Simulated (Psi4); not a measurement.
H$_{2}$S$_{2}$, charge +1, doublet, geometry from GFN2-xTB of the parent state (a state made from the parent by changing its charge; the spin is typed, not shown lowest); Psi4 with MP2/3-21G.

Input for Psi4:
```
memory 2 GB

molecule {
1 2
S    -0.89880885    0.02604772    0.48959929
S     0.89707958    0.07839641   -0.48718121
H    -1.52188329   -0.85435140   -0.30564322
H     1.54955162   -0.81675470    0.26695388
}

set {
  basis 3-21g
  reference uhf
}

energy('mp2')
print_variables()
```

It wrote (shortened):

```
    SCF Algorithm Type (re)set to DF.

   => Loading Basis Set <=

    Name: 3-21G
    Role: ORBITAL
    Keyword: BASIS

         ---------------------------------------------------------
                                   SCF
               by Justin Turney, Rob Parrish, Andy Simmonett
                          and Daniel G. A. Smith
                              UHF Reference
         ---------------------------------------------------------

  ==> Geometry <==

    Molecular point group: c2
    Full point group: C2

    Geometry (in Angstrom), charge = 1, multiplicity = 2:

       Center              X                  Y                   Z               Mass
    ------------   -----------------  -----------------  -----------------  -----------------
         S           -0.488865235418     0.898067217687     0.027140301813    31.972071174400
         S            0.488865235418    -0.898067217687     0.027140301813    31.972071174400
         H            0.285786749557     1.535927821567    -0.860994352690     1.007825032230
         H           -0.285786749557    -1.535927821567    -0.860994352690     1.007825032230

  Running in c2 symmetry.

  Rotational constants: A =      4.93925  B =      0.23596  C =      0.23487 [cm^-1]
  Rotational constants: A = 148075.13171  B =   7073.79334  C =   7041.23626 [MHz]
  Nuclear repulsion =   85.565568001090355

  Charge       = 1
  Multiplicity = 2
  Electrons    = 33
  Nalpha       = 17
  Nbeta        = 16

  ==> Algorithm <==

  SCF Algorithm Type is DF.
  DIIS enabled.
  MOM disabled.
  Fractional occupation disabled.
  Guess Type is SAD.
  Energy threshold   = 1.00e-08
  Density threshold  = 1.00e-08
  Integral threshold = 1.00e-12

  ==> Primary Basis <==

  Basis Set: 3-21G
    Blend: 3-21G
    Number of shells: 18
    Number of basis functions: 30
    Number of Cartesian functions: 30
    Spherical Harmonics?: false
    Max angular momentum: 1

   => Loading Basis Set <=

    Name: (3-21G AUX)
    Role: JKFIT
    Keyword: DF_BASIS_SCF

  ==> Integral Setup <==

  SCF_SUBTYPE=INCORE selected. In-core MEM_DF algorithm will be used.
  Using in-core AOs.

  ==> MemDFJK: Density-Fitted J/K Matrices <==

    J tasked:                   Yes
    K tasked:                   Yes
    wK tasked:                   No
    Algorithm:                 Core
    Schwarz Cutoff:           1E-12
    Mask sparsity (%):       2.0000
    Fitting Condition:        1E-10

   => Auxiliary Basis Set <=

  Basis Set: (3-21G AUX)
    Blend: DEF2-UNIVERSAL-JKFIT
    Number of shells: 88
    Number of basis functions: 350
    Number of Cartesian functions: 350
    Spherical Harmonics?: false
    Max angular momentum: 4

  Minimum eigenvalue in the overlap matrix is 3.6005264693E-02.
  Reciprocal condition number of the overlap matrix is 1.0807801099E-02.
    Using symmetric orthogonalization.

  ==> Pre-Iterations <==

  SCF Guess: Superposition of Atomic Densities via on-the-fly atomic UHF (no occupation information).

   -------------------------
    Irrep   Nso     Nmo
   -------------------------
     A         15      15
     B         15      15
   -------------------------
    Total      30      30
   -------------------------

  ==> Iterations <==

                           Total Energy        Delta E     RMS |[F,P]|

   @DF-UHF iter SAD:  -792.09662367137003   -7.92097e+02   0.00000e+00
   @DF-UHF iter   1:  -791.82847078454233    2.68153e-01   1.02189e-02 ADIIS/DIIS
   @DF-UHF iter   2:  -791.86816067043128   -3.96899e-02   1.90243e-03 ADIIS/DIIS
   @DF-UHF iter   3:  -791.86978332293791   -1.62265e-03   5.56795e-04 ADIIS/DIIS
   @DF-UHF iter   4:  -791.86998841378636   -2.05091e-04   2.30997e-04 ADIIS/DIIS
   @DF-UHF iter   5:  -791.87006326689220   -7.48531e-05   9.79188e-05 DIIS
   @DF-UHF iter   6:  -791.87008212160413   -1.88547e-05   3.60977e-05 DIIS
   @DF-UHF iter   7:  -791.87008447116148   -2.34956e-06   1.27768e-05 DIIS
[...]
      15A      0.930897

    Beta Occupied:

[...]
       9A     -0.609794

    Beta Virtual:

[...]
    Final Occupation by Irrep:
              A     B
    DOCC [     9,    7 ]
    SOCC [     0,    1 ]
    NA   [     9,    8 ]
    NB   [     9,    7 ]

  @DF-UHF Final Energy:  -791.87008474277582

   => Energetics <=

    Nuclear Repulsion Energy =             85.5655680010903552
    One-Electron Energy =               -1255.9244487123976342
    Two-Electron Energy =                 378.4887959685315764
    Total Energy =                       -791.8700847427758163

  UHF NO Occupations:
  HONO-2 :    7  B 1.9996612
  HONO-1 :    9  A 1.9967533
  HONO-0 :    8  B 1.0000000
  LUNO+0 :   10  A 0.0032467
  LUNO+1 :    9  B 0.0003388
  LUNO+2 :   11  A 0.0000417
  LUNO+3 :   10  B 0.0000366

Computation Completed

Properties will be evaluated at   0.000000,   0.000000,   0.000000 [a0]

Properties computed using the SCF density matrix

 Multipole Moments:

 ------------------------------------------------------------------------------------
     Multipole            Electronic (a.u.)      Nuclear  (a.u.)        Total (a.u.)
 ------------------------------------------------------------------------------------

 L = 1.  Multiply by 2.5417464519 to convert [e a0] to [Debye]
 Dipole X            :          0.0000000            0.0000000            0.0000000
 Dipole Y            :          0.0000000            0.0000000            0.0000000
 Dipole Z            :          0.7973626           -1.6128794           -0.8155169
 Magnitude           :                                                    0.8155169

 ------------------------------------------------------------------------------------

  //>>>>>>>>>>>>>>>>>>>>>>>>>>>>>>>>>>>//
  //               DFMP2               //
  //<<<<<<<<<<<<<<<<<<<<<<<<<<<<<<<<<<<//

   => Loading Basis Set <=

    Name: (3-21G AUX)
    Role: RIFIT
    Keyword: DF_BASIS_MP2

	 --------------------------------------------------------
	                          DF-MP2
	      2nd-Order Density-Fitted Moller-Plesset Theory

	        Rob Parrish, Justin Turney, Andy Simmonett,
	           Ed Hohenstein, and C. David Sherrill
	 --------------------------------------------------------

	 --------------------------------------------------------
	                 NBF =    30, NAUX =   152
	 --------------------------------------------------------
	   CLASS    FOCC     OCC    AOCC    AVIR     VIR    FVIR
	   ALPHA       0      17      17      13      13       0
	    BETA       0      16      16      14      14       0
	 --------------------------------------------------------

	-----------------------------------------------------------
	 ==================> DF-MP2 Energies <====================
	-----------------------------------------------------------
	 Reference Energy          =    -791.8700847427758163 [Eh]
	 Singles Energy            =      -0.0000000000000000 [Eh]
	 Same-Spin Energy          =      -0.0302665082325961 [Eh]
	 Opposite-Spin Energy      =      -0.1055329718021706 [Eh]
	 Correlation Energy        =      -0.1357994800347667 [Eh]
	 Total Energy              =    -792.0058842228105505 [Eh]
	-----------------------------------------------------------
	 ================> DF-SCS-MP2 Energies <==================
	-----------------------------------------------------------
	 SCS Same-Spin Scale       =       0.3333333333333333 [-]
	 SCS Opposite-Spin Scale   =       1.2000000000000000 [-]
	 SCS Same-Spin Energy      =      -0.0100888360775320 [Eh]
	 SCS Opposite-Spin Energy  =      -0.1266395661626048 [Eh]
	 SCS Correlation Energy    =      -0.1367284022401368 [Eh]
	 SCS Total Energy          =    -792.0068131450159399 [Eh]
	-----------------------------------------------------------

  Variable Map:
  ----------------------------------------------------------------------------
[...]
  Array Variable Map:
  ----------------------------------------------------------------------------
[...]
[...]
```
